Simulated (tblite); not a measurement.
C₅H₁₀BF₂NO.
SMILES with atom numbers: `[CH3:1][N:2]([CH3:3])[C:4](=[O:5])[CH2:6][CH2:7][B:8]([F:9])[F:10]` (hydrogens: H11, H12, H13 on C1; H14, H15, H16 on C3; H17, H18 on C6; H19, H20 on C7)

Computed with GFN2-xTB (tblite), gas phase: L-BFGS steps from a force-field or distance-geometry start until the largest atomic force falls under 0.01 eV/Å.

Step 28: E = -914.4792 eV
```
atom  x, y, z in Å  |  force x, y, z in eV/Å
C1     -2.7061   -0.5535   -0.7866    0.022  -0.009   0.001
N2     -1.5141    0.0112   -0.1940    0.070   0.011  -0.001
C3     -1.7525    0.9598    0.8652    0.021  -0.016   0.004
C4     -0.2941   -0.4522   -0.5628    0.032   0.041   0.059
O5     -0.1565   -1.2774   -1.4444   -0.006   0.013   0.006
C6      0.9010    0.1381    0.1883    0.013   0.001  -0.026
C7      2.2133   -0.5335   -0.2530   -0.051  -0.033   0.010
B8      3.4926    0.1370    0.3740    0.003   0.003   0.003
F9      4.4979   -0.5430    0.8883    0.001   0.021  -0.035
F10     3.6514    1.4462    0.4463   -0.002  -0.014   0.015
H11    -2.4048   -1.2847   -1.5321    0.022  -0.019  -0.013
H12    -3.3154   -1.0401   -0.0220    0.002  -0.028   0.005
H13    -3.2987    0.2294   -1.2635    0.003   0.013  -0.029
H14    -2.6662    1.5102    0.6379    0.015   0.002   0.030
H15    -0.9337    1.6694    0.9474   -0.029   0.032   0.017
H16    -1.8819    0.4539    1.8284   -0.006   0.023   0.000
H17     0.9601    1.2112   -0.0174   -0.010  -0.062  -0.002
H18     0.7664    0.0031    1.2653   -0.040  -0.003  -0.089
H19     2.2662   -0.4758   -1.3449   -0.035   0.025   0.014
H20     2.1699   -1.5986   -0.0237   -0.025   0.001   0.030
```

Step 29: E = -914.4801 eV
```
atom  x, y, z in Å  |  force x, y, z in eV/Å
C1     -2.7079   -0.5559   -0.7871    0.047   0.012   0.007
N2     -1.5160    0.0113   -0.1946    0.085   0.013   0.006
C3     -1.7546    0.9596    0.8647    0.018  -0.007   0.004
C4     -0.2941   -0.4469   -0.5642    0.032   0.010   0.043
O5     -0.1549   -1.2685   -1.4488   -0.006  -0.002  -0.012
C6      0.9016    0.1392    0.1896   -0.023   0.007  -0.020
C7      2.2141   -0.5346   -0.2480   -0.073  -0.019   0.015
B8      3.4965    0.1358    0.3722    0.009   0.007   0.017
F9      4.5076   -0.5447    0.8744    0.001   0.006  -0.036
F10     3.6569    1.4444    0.4506   -0.016  -0.006   0.007
H11    -2.4054   -1.2863   -1.5335    0.016  -0.019   0.009
H12    -3.3169   -1.0406   -0.0201    0.015  -0.027  -0.020
H13    -3.2998    0.2269   -1.2652   -0.002   0.007  -0.024
H14    -2.6695    1.5077    0.6384   -0.003   0.002   0.033
H15    -0.9390    1.6735    0.9437   -0.021   0.020   0.020
H16    -1.8802    0.4541    1.8287   -0.005   0.028  -0.004
H17     0.9611    1.2122   -0.0156    0.002  -0.054   0.008
H18     0.7612    0.0015    1.2652   -0.029   0.010  -0.074
H19     2.2651   -0.4795   -1.3399   -0.028   0.009   0.003
H20     2.1690   -1.5984   -0.0134   -0.019   0.002   0.018
```

Step 30: E = -914.4810 eV
```
atom  x, y, z in Å  |  force x, y, z in eV/Å
C1     -2.7087   -0.5578   -0.7874    0.058   0.026   0.007
N2     -1.5165    0.0116   -0.1952    0.062   0.012   0.011
C3     -1.7562    0.9592    0.8640    0.010   0.009   0.007
C4     -0.2933   -0.4422   -0.5652    0.018  -0.023   0.004
O5     -0.1531   -1.2600   -1.4533   -0.002  -0.016  -0.024
C6      0.9019    0.1403    0.1906   -0.043   0.006  -0.011
C7      2.2136   -0.5356   -0.2430   -0.058  -0.002   0.014
B8      3.5000    0.1347    0.3706    0.003   0.004   0.023
F9      4.5166   -0.5465    0.8604    0.001  -0.008  -0.036
F10     3.6617    1.4426    0.4548   -0.029   0.003   0.000
H11    -2.4061   -1.2882   -1.5344    0.015  -0.012   0.028
H12    -3.3178   -1.0415   -0.0189    0.033  -0.018  -0.041
H13    -3.3008    0.2249   -1.2669    0.005  -0.005  -0.012
H14    -2.6728    1.5048    0.6394   -0.017   0.000   0.029
H15    -0.9443    1.6776    0.9403   -0.007   0.014   0.024
H16    -1.8788    0.4549    1.8288    0.000   0.025   0.000
H17     0.9621    1.2124   -0.0135    0.011  -0.023   0.007
H18     0.7560    0.0006    1.2640   -0.023   0.016  -0.032
H19     2.2636   -0.4830   -1.3349   -0.022  -0.007  -0.004
H20     2.1679   -1.5982   -0.0033   -0.016   0.000   0.007
```

Problem. Estimate the geometry and energy of step 31. (The exact step hangs on the optimiser's Hessian estimate; all steps are aligned on step 30, rigid shifts and turns removed.)

Solution. E = -914.4817 eV, largest force 0.068 eV/Å
```
atom  x, y, z in Å  |  force x, y, z in eV/Å
C1     -2.7083   -0.5588   -0.7876    0.051   0.028   0.002
N2     -1.5159    0.0120   -0.1957    0.020   0.010   0.013
C3     -1.7575    0.9591    0.8634    0.002   0.024   0.009
C4     -0.2922   -0.4386   -0.5663    0.000  -0.043  -0.035
O5     -0.1515   -1.2526   -1.4579    0.002  -0.025  -0.027
C6      0.9013    0.1412    0.1914   -0.039  -0.001  -0.002
C7      2.2124   -0.5364   -0.2382   -0.021   0.010   0.009
B8      3.5029    0.1337    0.3695   -0.013  -0.001   0.020
F9      4.5245   -0.5485    0.8471    0.000  -0.016  -0.036
F10     3.6654    1.4412    0.4585   -0.038   0.008  -0.003
H11    -2.4069   -1.2902   -1.5345    0.021  -0.003   0.037
H12    -3.3179   -1.0424   -0.0186    0.047  -0.008  -0.049
H13    -3.3015    0.2231   -1.2684    0.019  -0.015  -0.001
H14    -2.6761    1.5020    0.6407   -0.022  -0.003   0.021
H15    -0.9492    1.6814    0.9377    0.006   0.013   0.026
H16    -1.8777    0.4560    1.8288    0.005   0.016   0.006
H17     0.9632    1.2124   -0.0111    0.015   0.012  -0.001
H18     0.7512    0.0003    1.2627   -0.022   0.017   0.015
H19     2.2620   -0.4863   -1.3305   -0.018  -0.020  -0.004
H20     2.1667   -1.5980    0.0059   -0.017  -0.002  -0.001
```

The energy changes by -0.0007 eV. The first-order estimate −F·Δx gives -0.0009 eV and the mean of the old and new forces, exact on a quadratic surface, -0.0007 eV. The step makes an angle of 77° with the force vector and moves no atom by more than 0.016 Å.

The cost below is that of the whole relaxation. Time: 0.75 s of wall time. Hardware: an Arm Neoverse V1 with one thread, shared host.
